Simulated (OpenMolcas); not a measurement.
# V2+ in SrF2

V2+ with its 8 nearest fluoride ions at 2.328 Å, on the Sr site of SrF2 (a = 5.796 Å, distance in the model lattice 2.510 Å). The rest of the host is ab initio model potentials to 7.6 Å and point charges beyond; the distance is set by hand and nothing relaxes. Ligand basis ANO-RCC-VDZP.

* Program: OpenMolcas
* Method: CASSCF
* Basis: ANO-RCC-VTZP [6s5p3d2f1g]
* Scalar Hamiltonian: DKH2, point nucleus
* Active space: 3 electrons in 5 orbitals (3d)
* State averaging: 2S+1 = 4 even, 10 roots; 2S+1 = 2 even, 40 roots
* Spin-orbit coupling: RASSI with atomic mean-field integrals over the reference wave functions

The lowest spin-free states (labels of O, the rotations of Oh), above the lowest:

```csv
State,Degeneracy,E (cm-1),Free-ion L (%)
4T1,3,0.0,F (99)
4T2,3,4057,F (100)
4A2,1,9018,F (100)
2E,2,12136,G (57)
2T2,3,15468,G (85)
2T1,3,15838,G (70)
4T1,3,17787,P (99)
2A1,1,19016,G (100)
2T1,3,19927,P (66)
2T2,3,21685,H (66)
2T1,3,22582,H (79)
2E,2,24324,H (69)
2T2,3,26473,D (70)
2E,2,26571,D (60)
2T1,3,26619,H (60)
2T2,3,36243,F (96)
2T1,3,36875,F (93)
2A2,1,37870,F (100)
2T2,3,56136,D (96)
2E,2,56812,D (100)
```

The lowest levels with spin-orbit coupling:

```csv
E (cm-1),Degeneracy,Label,2S+1,g
0.0,4,Γ8,4,
14.6,2,Γ7,4,1.17 1.17 1.17
227.5,4,Γ8,4,
363.6,2,Γ6,4,4.16 4.16 4.16
4132,2,Γ7,4,3.12 3.12 3.12
4168,4,Γ8,4,
4253,2,Γ6,4,2.21 2.21 2.21
4262,4,Γ8,4,
9173,4,Γ8,4,
12278,4,Γ8,2,
15509,2,Γ7,2,1.81 1.81 1.81
15655,4,Γ8,2,
15889,2,Γ6,2,0.50 0.50 0.50
16058,4,Γ8,2,
17776,2,Γ6,4,2.71 2.71 2.71
17840,4,Γ8,4,
18019,2,Γ7,4,2.62 2.62 2.62
18021,4,Γ8,4,
19143,2,Γ6,2,1.92 1.92 1.92
20020,2,Γ6,2,1.24 1.24 1.24
```

Powder χT (cm3 K/mol): 0.288 at 2 K, 0.407 at 10 K, 0.664 at 50 K, 0.936 at 100 K, 1.38 at 200 K, 1.65 at 300 K. The effective moment at 300 K is 2.828 √(χT) = 3.63 μB.

The lowest level has 2S+1 = 4, for which the spin-only value is χT = S(S+1) / 2 = 1.875 cm3 K/mol (g = 2). The computed 1.652 at 300 K differs by -0.223, through orbital momentum, spin-orbit coupling and any other state in reach. With a threefold ground state the orbital momentum is unquenched, so the spin-only value is not expected to hold.

Metal share of the active 3d orbitals (Löwdin): 96, 96, 96, 98, 98 %; Mulliken charge of the metal 1.93.

A least-squares ligand-field fit to the states below 45000 cm-1, each weighted by its degeneracy and with a free common offset, gives 10Dq = -5122 cm-1 (negative for this site), B = 947 cm-1 and C = 3580 cm-1 (C/B = 3.78), with an rms deviation of 167 cm-1.

The same method and metal basis give the free ion B = 959 cm-1 (fit to its terms below 60000 cm-1, rms deviation 74 cm-1), so the nephelauxetic ratio is β = 947 / 959 = 0.99; it hangs on how both fits weigh the states, and computed free-ion B values tend to be too large, so β mixes covalency with correlation.

An orbital triplet at a regular site is open to Jahn-Teller coupling, which can distort the site and quench the lowest spin-orbit gaps and is left out. Without dynamic correlation the repulsion within the d shell is too large (B by tens of per cent), so at a given field states of lower spin stand too high. Ligand-to-metal charge-transfer states are missing. With no ligand orbital active B as a rule stays too high, so bands that hang on it stand too high and its fall with covalency is understated. With metal d orbitals alone and no dynamic correlation 10Dq can be off by a tenth to a fifth, either way, in oxide and fluoride hosts. No measured value stands beside these numbers; the geometry was set by hand and not optimised.
